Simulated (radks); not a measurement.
The numbers below are computed, except where a source is named.
Polarisability of the iron ion Fe4+, [Ar] 3d4, at imaginary frequency. Level of theory: non-relativistic Kohn-Sham, LDA (Slater exchange, VWN5 correlation), spin-unpolarised, spherical densities, point nucleus (a radial shooting solver on a logarithmic mesh with Libxc functionals). Response by self-consistent Sternheimer equations with the Hartree and adiabatic LDA kernel.

w (hartree)  alpha1(iw) (bohr^3)
0.00266                    1.227
0.0143                     1.227
0.0360                     1.226
0.0697                     1.225
0.118                      1.222
0.186                      1.214
0.280                      1.198
0.413                      1.168
0.605                      1.112
0.892                      1.016
1.35                      0.8634
2.12                      0.6474
3.59                      0.3902
6.94                      0.1647
17.5                     0.03847

Static values: alpha1 = 1.227 bohr^3 (0.1818 angstrom^3; uncoupled 1.591). C6 = 2.593, triple-dipole C9 = 2.238 atomic units. One-pole (London) frequency 4 C6 / (3 alpha1^2) = 2.297 hartree, against 2.352 for minus the highest occupied eigenvalue. The dipole shielding factor is 0.846, as the force sum rule N/Z = 0.846 demands.
